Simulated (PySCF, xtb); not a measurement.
RbF, SMILES [F][Rb].

GFN2-xTB in xtb 6.7.1 at its own geometry gives an orbital gap of 1.08 eV and a dipole moment of 8.58 D.

Geometry: B3LYP-D3(BJ)/def2-TZVPD. The def2 effective core potentials stand for the cores of Rb; spin–orbit coupling is left out.

Task: What does PySCF with ωB97X/def2-TZVPD give? (The exact figures need the calculation; the answer reports its results.)

Result: gap 8.78 eV (levels -8.70 and 0.07 eV), dipole 9.38 D.
